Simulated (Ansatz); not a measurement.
Geometry optimisation, Ansatz, RKS PBE0-D4/def2-SVP.

The input (input.yaml):

```yaml
crystal:
  periodic: [false, false, false]
  atoms:
    - { symbol: Si, position_ang: [-0.6556, -0.1628, 0.7473] }
    - { symbol: O, position_ang: [0.0752, -1.6909, -0.4413] }
    - { symbol: O, position_ang: [-0.4486, 0.9084, -0.4599] }
    - { symbol: Si, position_ang: [-0.8089, 1.4869, -1.9196] }
    - { symbol: H, position_ang: [-1.8536, -0.9859, 0.7556] }
    - { symbol: H, position_ang: [-0.887, 0.8037, 1.842] }
    - { symbol: H, position_ang: [0.8995, -1.3186, 0.46] }
    - { symbol: C, position_ang: [1.2801, -0.6376, 1.6199] }
    - { symbol: H, position_ang: [0.2985, -1.4906, -1.349] }
    - { symbol: H, position_ang: [-2.1215, 2.1217, -1.8451] }
    - { symbol: H, position_ang: [0.2808, 2.4194, -2.1991] }
    - { symbol: H, position_ang: [-0.8255, 0.3937, -2.899] }
    - { symbol: H, position_ang: [2.1422, -1.2889, 1.4173] }
    - { symbol: H, position_ang: [0.9333, -0.9246, 2.6063] }
    - { symbol: H, position_ang: [1.6913, 0.366, 1.6646] }
basis:
  gaussian: { orbitals: def2-SVP }
hamiltonian:
  xc: pbe0
  dispersion: d4
relax:
  f_tol: 0.15
  max_steps: 25
  restrain:
    - { distance: [0, 7], at: 3.17, k: 30.0 }
    - { distance: [6, 1], at: 2.27, k: 30.0 }
    - { distance: [0, 1], at: 1.77, k: 30.0 }
    - { distance: [6, 7], at: 1.07, k: 30.0 }
```

Command:

```bash
$ ansatz run input.yaml --threads 4 --pin off --max-ram 5120MiB --backend cpu --events-out ev --progress --plain --runs-dir out
```

Where does it end, and by what steps?

The run converged. The restraints hold the end off the free minimum. After 14 steps the energy has fallen by 2.962 eV (the restraints' own energy left out); H5 moved furthest, 1.14 Å. Parted: Si1–C8. Joined: H7–C8.

```json
{"step": "0", "energy less start (eV)": "0.0000", "largest force component (eV/Å)": "1.918", "accepted": "yes"}
{"step": "1", "energy less start (eV)": "0.5465", "largest force component (eV/Å)": "3.047", "accepted": "yes"}
{"step": "2", "energy less start (eV)": "0.5675", "largest force component (eV/Å)": "4.756", "accepted": "yes"}
{"step": "3", "energy less start (eV)": "-0.2626", "largest force component (eV/Å)": "3.261", "accepted": "yes"}
{"step": "4", "energy less start (eV)": "-1.4137", "largest force component (eV/Å)": "1.551", "accepted": "yes"}
{"step": "5", "energy less start (eV)": "-2.1294", "largest force component (eV/Å)": "1.097", "accepted": "yes"}
{"step": "6", "energy less start (eV)": "-2.5215", "largest force component (eV/Å)": "1.067", "accepted": "yes"}
{"step": "7", "energy less start (eV)": "-2.7589", "largest force component (eV/Å)": "1.014", "accepted": "yes"}
{"step": "8", "energy less start (eV)": "-2.8617", "largest force component (eV/Å)": "1.115", "accepted": "yes"}
{"step": "9", "energy less start (eV)": "-2.9061", "largest force component (eV/Å)": "1.172", "accepted": "yes"}
{"step": "10", "energy less start (eV)": "-2.9281", "largest force component (eV/Å)": "1.245", "accepted": "yes"}
{"step": "11", "energy less start (eV)": "-2.9416", "largest force component (eV/Å)": "1.256", "accepted": "yes"}
{"step": "12", "energy less start (eV)": "-2.9510", "largest force component (eV/Å)": "1.332", "accepted": "yes"}
{"step": "13", "energy less start (eV)": "-2.9568", "largest force component (eV/Å)": "1.257", "accepted": "yes"}
{"step": "14", "energy less start (eV)": "-2.9622", "largest force component (eV/Å)": "1.317", "accepted": "yes"}
```

```xyz
15
Properties=species:S:1:pos:R:3
Si -1.281 -0.439 0.424
O -0.630 -1.895 -0.220
O -0.651 0.868 -0.371
Si -0.665 1.638 -1.845
H -2.744 -0.555 0.181
H -1.002 -0.270 1.870
H 1.061 -1.455 1.239
C 1.727 -0.624 1.448
H 0.300 -1.861 -0.457
H -2.009 2.235 -2.103
H 0.364 2.714 -1.811
H -0.342 0.671 -2.937
H 2.761 -0.908 1.203
H 1.667 -0.377 2.517
H 1.443 0.259 0.861
```

Time of the run: 56 s on 4 threads of Arm Neoverse N1, on a shared host, peak memory 0.32 GiB.
